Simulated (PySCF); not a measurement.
Two-dimensional NMR puzzle

Compound of formula C6H11NOSi. Correlations simulated from computed shifts and the bond graph:

HSQC (one-bond C–H):
```csv
δH,δC
3.24,49.4
2.22,29.1
1.08,0.6
```

COSY cross peaks (H two or three bonds apart, from the bond graph; peaks can be absent where the dihedral angle is near 90°):
```csv
δH,δH
4.99,4.27
3.34,1.08
```

HMBC (two and three bonds, from the bond graph):
```csv
δH,δC
4.99,"172.1, 49.4"
4.27,"172.1, 49.4"
3.34,"156.6, 126.3, 0.6"
3.24,"172.1, 156.6, 126.3, 29.1"
2.22,"156.6, 126.3, 49.4"
1.08,"156.6, 126.3"
```

Carbons without hydrogens: δ 172.1, 156.6, 126.3.

How the numbers were obtained: shielding tensors at PBE0/pcSseg-1 (GIAO), structure optimised with GFN2-xTB, in PySCF 2.14 (one averaged value for each set of equivalent atoms, one computed conformer, no solvent model, non-relativistic).

References, each an isolated molecule treated in the same way: 1H (σref 31.72), 13C (σref 186.93) vs TMS.

Exchangeable hydrogens are left out of these lists.

Problem. Work out the connectivity.

Solution. SMILES C/C(CC(N)=O)=C1/C[SiH2]1.

Numbering as in the mapped SMILES `[CH3:1]/[C:2]([CH2:3][C:4]([NH2:5])=[O:6])=[C:7]1/[CH2:8][SiH2:9]1`; H(Xn) means a hydrogen on atom n. Ha(N5) is cis to the C=O or C=S heteroatom; Hb(N5) is trans to the C=O or C=S heteroatom.

1. δC 172.1 is C4, an amide carbonyl carbon.
2. δC 156.6 is C2, a fully substituted alkene carbon.
3. δC 126.3 is C7, a fully substituted alkene carbon.
4. δC 49.4 is C3, an sp3 CH2 α to a carbonyl (δH 3.24).
5. δC 29.1 is C1, an allylic methyl carbon (δH 2.22).
6. δC 0.6 is C8, a three-membered-ring carbon (δH 1.08).
7. HMBC from δH 3.34 reaches the proton-free carbons C2, C7.
8. HMBC from δH 3.24 reaches the proton-free carbons C4, C2, C7.
9. HMBC from δH 2.22 reaches the proton-free carbons C2, C7.
10. HMBC from δH 1.08 reaches the proton-free carbons C2, C7.
11. COSY links 4.99–4.27, 3.34–1.08.

The shifts were computed for this structure.

Exchangeable OH/NH protons stand at their gas-phase positions; hydrogen bonding in a real sample shifts them, mostly to higher δ. The two substituents on the amide-type nitrogen aren't averaged: C–N rotation is slow on the NMR time scale. Shifts are as computed. Against solution values, carbons near 30 ppm lie about +3 ppm off and those near 130 ppm about +5 ppm. Of 1309 compounds with measured shifts, 239 miss one by over three times the rms of a fit or turn the order of signals round; such compounds aren't used in these exercises. The C=O carbon of an acid or of an amide with N–H lies up to 10 ppm further downfield in solution, through hydrogen bonding that the calculation lacks.
